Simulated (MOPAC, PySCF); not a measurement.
C$_{2}$H$_{4}$S$_{3}$, SMILES `S/C=C/SS`, neutral singlet in the gas phase. 

Z-matrix (Å, degrees):
```
C
C 1 1.3332
H 1 1.0856 2 122.49
H 2 1.0859 1 120.02 3 -178.75
S 2 1.7382 4 112.26 1 179.13
H 5 1.3434 2 97.11 4 -178.21
S 1 1.7488 3 117.10 2 175.70
S 7 2.0509 1 103.18 3 57.42
H 8 1.3479 7 98.71 1 82.69
```
Charge 0, spin multiplicity 1.

All levels are single points at this geometry (PBE0-D3(BJ)/def2-TZVP); Pople sets use spherical d functions. Orbital energies aren't observables, and empty levels follow the basis.

PM6 in MOPAC gives gap (eV) = 7.58.

Question: Estimate the gap (eV) from each of these levels: PBE-D3(BJ)/def2-TZVP in PySCF; PBE0-D3(BJ)/def2-TZVP in PySCF; B3LYP/3-21G in PySCF; B3LYP/6-311+G** in PySCF; B3LYP/6-31G* in PySCF; M06-2X/6-31G* in PySCF; PBE/6-31G* in PySCF; HF/3-21G in PySCF; HF/STO-3G in PySCF; AM1 in MOPAC; PM3 in MOPAC; PM7 in MOPAC.

Answer: 
| level | gap (eV) |
|---|---|
| PBE-D3(BJ)/def2-TZVP in PySCF | 3.38 |
| PBE0-D3(BJ)/def2-TZVP in PySCF | 5.38 |
| B3LYP/3-21G in PySCF | 5.08 |
| B3LYP/6-311+G** in PySCF | 4.91 |
| B3LYP/6-31G* in PySCF | 5.02 |
| M06-2X/6-31G* in PySCF | 7.39 |
| PBE/6-31G* in PySCF | 3.41 |
| HF/3-21G in PySCF | 11.66 |
| HF/STO-3G in PySCF | 14.01 |
| AM1 in MOPAC | 7.00 |
| PM3 in MOPAC | 6.99 |
| PM7 in MOPAC | 7.53 |
